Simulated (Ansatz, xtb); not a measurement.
# Ranking isomers of H7NSn2

3 gas-phase structures of H7NSn2, found in a search over its isomers (lower ones may exist). Each was relaxed with GFN2-xTB:

A. a singlet given by its coordinates
B. a singlet given by its coordinates
C. `[NH2][SnH2][SnH3]`, a singlet

A (Å):

```xyz
10

N    -0.0071   -0.5771    0.8963
Sn   -2.0090   -1.2136   -0.3234
Sn   -2.2956    1.5798   -0.6331
H     0.4375   -1.3249    1.4146
H     0.6882   -0.1389    0.3019
H    -0.3099    0.1222    1.5648
H    -2.8128   -1.1290    1.2785
H    -2.1043    2.6040    0.7033
H    -3.4982    2.4518   -1.4245
H    -0.9749    2.2177   -1.5042
```

Close contacts (Å): N1–Sn2 2.43, Sn2–Sn3 2.83, N1–H4 1.01, N1–H5 1.01, N1–H6 1.01, Sn2–H7 1.79, Sn3–H8 1.69, Sn3–H9 1.68, Sn3–H10 1.71.

B (Å):

```yaml
atoms:
  - { symbol: N, position_ang: [-0.8416, 0.6063, 1.1671] }
  - { symbol: Sn, position_ang: [-0.3599, 1.4130, -2.5294] }
  - { symbol: Sn, position_ang: [1.1646, -0.3226, 0.2807] }
  - { symbol: H, position_ang: [1.1923, 1.2553, -0.9794] }
  - { symbol: H, position_ang: [-0.8828, -0.2825, -1.9200] }
  - { symbol: H, position_ang: [-1.2065, 1.0992, 0.3477] }
  - { symbol: H, position_ang: [2.0446, 0.7495, 1.4706] }
  - { symbol: H, position_ang: [-1.5018, 2.0955, -1.2317] }
  - { symbol: H, position_ang: [-1.5564, -0.0316, 1.4967] }
  - { symbol: H, position_ang: [-0.6599, 1.2934, 1.8892] }
```

Close contacts (Å): N1–Sn3 2.38, N1–H6 1.02, N1–H9 1.01, N1–H10 1.01, Sn2–H4 2.20, Sn2–H5 1.88, Sn2–H8 1.86, Sn3–H4 2.02, Sn3–H7 1.83.

Question: Estimate their order in r2SCAN-D4/def2-SVP energy at these geometries, lowest first.

Answer: Calculated order at r2SCAN-D4/def2-SVP: A (0.0), B (51.3), C (64.0) kJ/mol.

Energies above the lowest of each column, in kJ/mol; the last columns are at PBE0-D3(BJ)/def2-SVP geometries:

```tsv
structure	GFN2-xTB	HF/STO-3G	r2SCAN-D4/def2-SVP	PBE0-D3(BJ)/def2-SVP	CCSD(T)/def2-SVP + ΔMP2/def2-TZVPP
A	36.4	197.2	0.0	0.0	0.0
B	0.0	539.7	51.3	46.3	41.6
C	169.6	0.0	64.0	71.0	48.6
```

CCSD(T)/def2-SVP + ΔMP2/def2-TZVPP puts A lowest; GFN2-xTB picks B, HF/STO-3G picks C. Some further structures that were screened fall inside this span and aren't listed. Flexible structures stand in one conformer each, not always the lowest. The ΔMP2 step shifts differences by up to 12.6 kJ/mol, which makes them less sure. Atoms past krypton carry core potentials in the def2 sets, without spin–orbit terms. ΔMP2 is the change of the MP2 energy from the smaller to the larger basis.

Programs: Ansatz 0.2.0, xtb 6.7.1.
